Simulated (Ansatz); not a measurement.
Reactions of FH$_{5}$O$_{2}$SiSn (`O[SiH](F)[O][SnH3]`).

Calculated with Ansatz (gas phase, PBE0-D4/def2-TZVP geometries, no zero-point term in ΔE). CCSD(T)/CBS adds triple-zeta CCSD(T) − MP2 to the extrapolated MP2 energy (def2 sets, frozen cores). This one scheme is used for every species, atoms too. For atomizations the MP2-based limit and the directly extrapolated one differ by several kJ/mol either way, and by 10 to 25 for some Ge, Se and Sn compounds, so smaller differences from it don't rank the levels. Open shells (•) are unrestricted, without spin–orbit coupling. Spin–orbit coupling would lower the free atoms: a little for F, O, Si; strongly for Sn. def2 core potentials past Kr. Bonds to Sn are less sure, by a few kJ/mol each and by 10 to 20 or more in all where they break to atoms, as the def2 sets lack core-valence functions. Each species was taken in one conformer, which may not be the lowest.

Question: Order these by ΔE at CCSD(T)/CBS, lowest first. (Best estimate.)
A. `O[SiH](F)[O][SnH3]` + `CCS` → `CC[S][SnH3]` + `O[SiH](O)F`
B. `O[SiH](F)[O][SnH3]` → F• + 5 H• + 2 O• + Si• + Sn•
C. `O[SiH](F)[O][SnH3]` + `C=N` → `C=N[SiH](O)F` + `[OH][SnH3]`
D. `O[SiH](F)[O][SnH3]` + `O[SiH](O)O` → `O[SiH](O)O[SiH](O)F` + `[OH][SnH3]`
E. `O[SiH](F)[O][SnH3]` + `CBO` → `CBO[SiH](O)F` + `[OH][SnH3]`
F. `O[SiH](F)[O][SnH3]` → `O[Si]F` + `[OH][SnH3]`
G. `O[SiH](F)[O][SnH3]` + `C[SiH](O)O[SiH2]O` → `O[SiH2][O][SnH3]` + `C[Si@H](O)O[Si@@H](O)F`
H. `O[SiH](F)[O][SnH3]` + `C[SiH](F)C#N` → `O[SiH2][O][SnH3]` + `C[Si](F)(F)C#N`

Answer: A (-0.15 eV), G (+0.02 eV), D (+0.11 eV), H (+0.21 eV), E (+0.39 eV), C (+1.02 eV), F (+3.00 eV), B (+36.35 eV).

Largest T1 diagnostic: 0.015, for `O[Si]F`.
